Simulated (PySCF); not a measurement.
NMR data simulated for an unnamed compound:

$^{1}$H NMR (600 MHz, computed): δ 8.66 (s, 1H), 6.20 (br s, 1H), 5.87 (br s, 1H), 4.52 (m, 2H), 4.26 (s, 3H).

$^{13}$C{$^{1}$H} NMR (computed): δ 177.6 (CH), 150.6 (C), 138.7 (CH2), 133.1 (C), 57.3 (CH2).

[PySCF 2.14: geometry from GFN2-xTB; NMR shieldings at PBE0/pcSseg-1/GIAO; equivalent nuclei averaged; one conformer; isolated molecule; no relativistic terms]

Scale: $^{1}$H (31.72 ppm) and $^{13}$C (186.93 ppm) vs TMS (reference shieldings calculated alike).

Which of these does the molecule contain: a Si–H bond, an OH group, an S-methyl group, a methoxy group, a non-aromatic C=C double bond, a CF3 group?

## Answers


- A Si–H bond: yes (δH 4.26 (s)).
- An OH group: no.
- An S-methyl group: no.
- A methoxy group: no.
- A non-aromatic C=C double bond: yes.
- A CF3 group: yes (δC 133.1).

The data belong to `FC(C/N=C\C(=C)[SiH3])(F)F`, C5H8F3NSi; they needn't prove each group on their own.

Carbon signals by region: 1 in the far downfield region (above 160 ppm), 3 in the sp2 and nitrile region (100–160 ppm), 1 at 50–100 ppm. Above 160 ppm: 177.6, C=N carbon.

Splittings by $^{19}$F in the carbon and heteronuclear signals aren't shown, as no couplings were computed. Shifts are as computed. Against solution values, carbons near 30 ppm lie about +3 ppm off and those near 130 ppm about +5 ppm. Of 1211 compounds with measured shifts, 218 miss one by over three times the rms of a fit or turn the order of signals round; such compounds aren't used in these exercises. Multiplicities follow the n + 1 count of equivalent neighbours, as no J values were calculated; m marks all less simple cases, F and P coupling included.
